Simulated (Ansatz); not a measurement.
System: C₂H₅Be, charge 1, singlet. C2H5Be+ (SMILES [Be+][CH2]C).
B3LYP-D3(BJ)/def2-TZVP minimum from Ansatz (an electronic-structure program):
```xyz
8

Be     0.9419     1.2071     0.9614
C      0.5218    -0.2135     0.1442
C     -0.8705    -0.2352    -0.5009
H      0.6463    -0.9959     0.9030
H      1.3276    -0.3386    -0.5897
H     -0.9856     0.5318    -1.2646
H     -1.6684    -0.1269     0.2315
H     -0.9953    -1.2071    -0.9858
```
Charge +1, spin multiplicity 1.

Total energies in def2-SVP, 14 correlated electrons, 3 frozen orbitals. UHF or UKS for unpaired electrons; spin-orbit terms are left out. Cores are frozen in correlated methods. No relativity. The spin of C2H5Be+ ([Be+][CH2]C, singlet) was assumed, and the state is the lowest solution found for it.

```tsv
method	program	energy (Eh)	minus CCSDT(Q) (mEh)
HF	Ansatz	-92.87700	351.58
MP2	Ansatz	-93.18414	44.44
CCSD	Ansatz	-93.21718	11.40
CCSD(T)	Ansatz	-93.22731	1.27
CCSDT(Q)	Ansatz	-93.22858	0.00
```

Rough core times of Ansatz's runs on a shared machine: CCSD(T) under 20 s, CCSDT(Q) 80 s.
